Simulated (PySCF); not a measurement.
selenium hexafluoride (F$_{6}$Se), singlet, geometry from GFN2-xTB; PySCF with TPSS/STO-3G.

PySCF was given this input:
```python
from pyscf import gto, scf, dft

mol = gto.M(
    atom='''
F     0.97227429   -1.31989934   -0.49748921
Se   -0.00000000    0.00000000    0.00000000
F     1.22973411    1.08914258   -0.48628133
F    -1.22973411   -1.08914258    0.48628133
F    -0.69092966    0.08112488   -1.56556125
F     0.69092966   -0.08112488    1.56556125
F    -0.97227429    1.31989934    0.49748921
''',
    basis='sto-3g',
    verbose=4,
    symmetry=True,
    symmetry_subgroup='C2v',
)

mf = dft.RKS(mol)
mf.xc = 'tpss'
mf.kernel()
mf.analyze()
```

**Question.** What does PySCF print? Leave out banner, timings and long lists.

**Answer.** 
```
PySCF version 2.14.0

[INPUT] verbose = 4
[INPUT] num. atoms = 7
[INPUT] num. electrons = 88
[INPUT] charge = 0
[INPUT] spin (= nelec alpha-beta = 2S) = 0
[INPUT] symmetry True subgroup C2v
[INPUT] Mole.unit = angstrom
[INPUT] Symbol           X                Y                Z      unit          X                Y                Z       unit  Magmom
[INPUT]  1 F      0.972274290000  -1.319899340000  -0.497489210000 AA    1.837332126056  -2.494248264594  -0.940118356826 Bohr   0.0
[INPUT]  2 Se     0.000000000000   0.000000000000   0.000000000000 AA    0.000000000000   0.000000000000   0.000000000000 Bohr   0.0
[INPUT]  3 F      1.229734110000   1.089142580000  -0.486281330000 AA    2.323860673936   2.058181186802  -0.918938533189 Bohr   0.0
[INPUT]  4 F     -1.229734110000  -1.089142580000   0.486281330000 AA   -2.323860673936  -2.058181186802   0.918938533189 Bohr   0.0
[INPUT]  5 F     -0.690929660000   0.081124880000  -1.565561250000 AA   -1.305667828739   0.153303805088  -2.958481993732 Bohr   0.0
[INPUT]  6 F      0.690929660000  -0.081124880000   1.565561250000 AA    1.305667828739  -0.153303805088   2.958481993732 Bohr   0.0
[INPUT]  7 F     -0.972274290000   1.319899340000   0.497489210000 AA   -1.837332126056   2.494248264594   0.940118356826 Bohr   0.0

nuclear repulsion = 816.949312583251
point group symmetry = Oh, use subgroup C2v
symmetry origin: [ 4.03717464e-17  0.00000000e+00 -4.03717464e-17]
symmetry axis x: [ 0.71781261  0.63574741 -0.28384906]
symmetry axis y: [-0.56752979  0.77044329  0.29039125]
symmetry axis z: [ 0.40330509 -0.0473537   0.9138395 ]
num. orbitals of irrep A1 = 23
num. orbitals of irrep A2 = 3
num. orbitals of irrep B1 = 11
num. orbitals of irrep B2 = 11
number of shells = 26
number of NR pGTOs = 144
number of NR cGTOs = 48
basis = sto-3g
ecp = {}

******** <class 'pyscf.dft.rks_symm.SymAdaptedRKS'> ********
method = SymAdaptedRKS
initial guess = minao
damping factor = 0
level_shift factor = 0
DIIS = <class 'pyscf.scf.diis.CDIIS'>
diis_start_cycle = 1
diis_space = 8
diis_damp = 0
SCF conv_tol = 1e-09
SCF conv_tol_grad = None
SCF max_cycles = 50
direct_scf = True
direct_scf_tol = 1e-13
XC library pyscf.dft.libxc version 7.1.2
    S. Lehtola, C. Steigemann, M. J. T. Oliveira, and M. A. L. Marques,  SoftwareX 7, 1–5 (2018)
XC functionals = tpss
    J. Tao, J. P. Perdew, V. N. Staroverov, and G. E. Scuseria,  Phys. Rev. Lett. 91, 146401 (2003)
    J. P. Perdew, J. Tao, V. N. Staroverov, and G. E. Scuseria,  J. Chem. Phys. 120, 6898 (2004)
    J. Tao, J. P. Perdew, V. N. Staroverov, and G. E. Scuseria,  Phys. Rev. Lett. 91, 146401 (2003)
    J. P. Perdew, J. Tao, V. N. Staroverov, and G. E. Scuseria,  J. Chem. Phys. 120, 6898 (2004)
radial grids:
    Treutler-Ahlrichs [JCP 102, 346 (1995); DOI:10.1063/1.469408] (M4) radial grids

becke partition: Becke, JCP 88, 2547 (1988); DOI:10.1063/1.454033
pruning grids: <function nwchem_prune>
grids dens level: 3
symmetrized grids: True
atomic radii adjust function: <function treutler_atomic_radii_adjust>
small_rho_cutoff = 0
Freeze 0 electrons in irreps []
    88 free electrons in irreps A1 A2 B1 B2
Set gradient conv threshold to 3.16228e-05
Initial guess from minao.
tot grids = 106000
init E= -2963.18261497346
HOMO (B1) = -0.635768053439564  LUMO (A1) = -0.333545481095244  gap/eV = 8.22390
cycle= 1 E= -2964.74914006747  delta_E= -1.57  |g|= 0.599  |ddm|=  3.6
HOMO (B1) = -0.112621947825177  LUMO (A1) = 0.0894029351068188  gap/eV = 5.49738
cycle= 2 E= -2964.80264658079  delta_E= -0.0535  |g|= 0.465  |ddm|= 1.98
HOMO (B1) = -0.128969482276962  LUMO (A1) = 0.108135459602767  gap/eV = 6.45195
cycle= 3 E= -2964.89426941381  delta_E= -0.0916  |g|= 0.0165  |ddm|= 0.97
HOMO (B1) = -0.131826068232719  LUMO (A1) = 0.103539387003399  gap/eV = 6.40462
cycle= 4 E= -2964.89438352989  delta_E= -0.000114  |g|= 0.000611  |ddm|= 0.0376
HOMO (A2) = -0.13171222001144  LUMO (A1) = 0.1036637233277  gap/eV = 6.40491
cycle= 5 E= -2964.89438365304  delta_E= -1.23e-07  |g|= 8.38e-05  |ddm|= 0.00105
HOMO (B1) = -0.13170370160111  LUMO (A1) = 0.103657206965274  gap/eV = 6.40450
cycle= 6 E= -2964.89438365097  delta_E= 2.06e-09  |g|= 0.000109  |ddm|= 0.000344
HOMO (B1) = -0.131713072472925  LUMO (A1) = 0.103655224477037  gap/eV = 6.40470
cycle= 7 E= -2964.89438365603  delta_E= -5.05e-09  |g|= 8.32e-08  |ddm|= 0.0002
HOMO (B1) = -0.131713062643854  LUMO (A1) = 0.103655235159841  gap/eV = 6.40470
cycle= 8 E= -2964.89438365602  delta_E= 6.37e-12  |g|= 4.17e-09  |ddm|= 1.4e-07
HOMO (B1) = -0.131713062235944  LUMO (A1) = 0.103655234949941  gap/eV = 6.40470
Extra cycle  E= -2964.89438365601  delta_E= 4.55e-12  |g|= 8.7e-09  |ddm|= 2.37e-08
converged SCF energy = -2964.89438365601
**** SCF Summaries ****
Total Energy =                       -2964.894383656014725
Nuclear Repulsion Energy =             816.949312583251299
One-electron Energy =                -5777.369338210068236
Two-electron Energy =                 1995.525641970801871
Two-electron Coulomb Energy =         2147.183802305889003
DFT Exchange-Correlation Energy =     -151.658160335087160
HOMO-LUMO gap [eV] =                     6.404697591595191
Wave-function symmetry = A1
occupancy for each irrep:     A1   A2   B1   B2
                              21    3   10   10
**** MO energy ****
MO #1 (A1 #1), energy= -447.941065479071 occ= 2
MO #2 (A1 #2), energy= -55.8890577407526 occ= 2
MO #3 (A1 #3), energy= -51.2575512124997 occ= 2
MO #4 (B2 #1), energy= -51.2575512067148 occ= 2
MO #5 (B1 #1), energy= -51.257551190701 occ= 2
MO #6 (A1 #4), energy= -24.040643245328 occ= 2
MO #7 (B2 #2), energy= -24.0404306131694 occ= 2
MO #8 (A1 #5), energy= -24.0404247247163 occ= 2
MO #9 (B1 #2), energy= -24.0404232015644 occ= 2
MO #10 (A1 #6), energy= -24.0397992728475 occ= 2
MO #11 (A1 #7), energy= -24.0397947623814 occ= 2
MO #12 (A1 #8), energy= -7.23440648166766 occ= 2
MO #13 (B2 #3), energy= -5.29402224540322 occ= 2
MO #14 (A1 #9), energy= -5.29402197844087 occ= 2
MO #15 (B1 #3), energy= -5.29402183992018 occ= 2
MO #16 (A1 #10), energy= -1.31132020538594 occ= 2
MO #17 (A1 #11), energy= -1.31131824017951 occ= 2
MO #18 (B1 #4), energy= -1.29788452828705 occ= 2
MO #19 (A2 #1), energy= -1.29788329899926 occ= 2
MO #20 (B2 #4), energy= -1.29788261938135 occ= 2
MO #21 (A1 #12), energy= -1.11564321875443 occ= 2
MO #22 (B2 #5), energy= -1.02285224970794 occ= 2
MO #23 (A1 #13), energy= -1.02285194347096 occ= 2
MO #24 (B1 #5), energy= -1.02285129261134 occ= 2
MO #25 (A1 #14), energy= -0.962991747171623 occ= 2
MO #26 (A1 #15), energy= -0.962991302348323 occ= 2
MO #27 (A1 #16), energy= -0.53456504007138 occ= 2
MO #28 (B2 #6), energy= -0.401179476931741 occ= 2
MO #29 (A1 #17), energy= -0.401179351760159 occ= 2
MO #30 (B1 #6), energy= -0.401178855552541 occ= 2
MO #31 (A1 #18), energy= -0.194045218660314 occ= 2
MO #32 (A1 #19), energy= -0.194045005504571 occ= 2
MO #33 (B2 #7), energy= -0.173926986222089 occ= 2
MO #34 (A2 #2), energy= -0.173921976522301 occ= 2
MO #35 (B1 #7), energy= -0.173915095212443 occ= 2
MO #36 (A1 #20), energy= -0.153167744937168 occ= 2
MO #37 (B1 #8), energy= -0.153165415525057 occ= 2
MO #38 (B2 #8), energy= -0.153163765107259 occ= 2
MO #39 (A1 #21), energy= -0.14867528345908 occ= 2
MO #40 (B1 #9), energy= -0.148672456626413 occ= 2
MO #41 (B2 #9), energy= -0.148670407082925 occ= 2
MO #42 (B2 #10), energy= -0.13172549959612 occ= 2
MO #43 (A2 #3), energy= -0.131720187527927 occ= 2
MO #44 (B1 #10), energy= -0.131713062235944 occ= 2
MO #45 (A1 #22), energy= 0.103655234949941 occ= 0
MO #46 (B1 #11), energy= 0.223364405276758 occ= 0
MO #47 (A1 #23), energy= 0.223366285123314 occ= 0
MO #48 (B2 #11), energy= 0.223369583332858 occ= 0
 ** Mulliken pop on meta-lowdin orthogonal AOs  **
 ** Mulliken pop  **
 ** Mulliken atomic charges  **
charge of    0F =     -0.22559
charge of    1Se =      1.35353
charge of    2F =     -0.22559
charge of    3F =     -0.22559
charge of    4F =     -0.22559
charge of    5F =     -0.22559
charge of    6F =     -0.22559
Dipole moment(X, Y, Z, Debye):  0.00000, -0.00000,  0.00000
```
